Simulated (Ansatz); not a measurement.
Process, species as SMILES: F[As](F)F [trifluoroarsane] -> F atom + F[As]F (the As-F bond at the site shown breaks; other sites are not compared here)
Structures are relaxed separately at B3LYP-D3(BJ)/def2-TZVP in Ansatz (a program for electronic structure).

Quantity: bond dissociation energy (electronic energy difference), in eV. Cores are frozen in the correlated levels unless marked. Open shells are spin-unrestricted. Spin-orbit coupling is left out. The frozen core is the preceding noble-gas configuration, with the filled d and f shells of earlier blocks. Non-relativistic. CBS marks a two-point X^-3 extrapolation of the correlation energy; Hartree-Fock from the larger set. The bracket is a focal-point correction in the basis named.

RI-MP2/CBS(aug-cc-pVTZ,aug-cc-pVQZ)+[CCSD(T)-MP2]/aug-cc-pVTZ (Ansatz) gives 5.25 eV.

Q: Another calculation gave 4.95 eV. Which level was it?
A) SVWN5/def2-TZVPD (Ansatz)
B) HSE06/def2-TZVPD (Ansatz)
C) r2SCAN0/def2-TZVPD (Ansatz)
D) B97M-V/def2-TZVPD (Ansatz)

A: B, HSE06/def2-TZVPD (Ansatz). The others give 4.83 (r2SCAN0), 5.12 (B97M-V), 6.16 (SVWN5) eV.
